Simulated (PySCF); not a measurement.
**Electronic structure of Zn²⁺ (zinc, charge +2) at the UHF level**

Configuration: [Ar] 3d10, closed-shell 1S. All numbers are calculated (PySCF 2.14, the non-relativistic Hamiltonian (point nucleus), in def2-SVP).

- Total energy: -1776.681259 hartree
- One-electron energy: -2461.5986 hartree
- Hartree (Coulomb) energy: 754.2454 hartree
- Exchange energy: -69.3281 hartree
- Kinetic energy: 1776.54507 hartree
- ⟨S²⟩: 0.0000
- ⟨L²⟩: 0.000
- Sum of ⟨r⟩: 16.05 bohr
- Sum of ⟨r²⟩: 14.69 bohr²
- Density at the nucleus (Gaussians lack the cusp): 17300 bohr⁻³
- Langevin diamagnetic susceptibility: -11.6 ×10⁻⁶ cm³/mol
- Time after the integrals: 0.07 s of wall time on 1 thread of Neoverse-V1 (shared host)

| shell | electrons | mean orbital energy (eV) | rms radius, mean of both spins (bohr) |
| --- | --- | --- | --- |
| 1s | 2 | -9633.5 | 0.0592 |
| 2s | 2 | -1226.8 | 0.248 |
| 2p | 6 | -1079.3 | 0.221 |
| 3s | 2 | -173.51 | 0.743 |
| 3p | 6 | -124.85 | 0.782 |
| 3d | 10 | -41.623 | 0.974 |
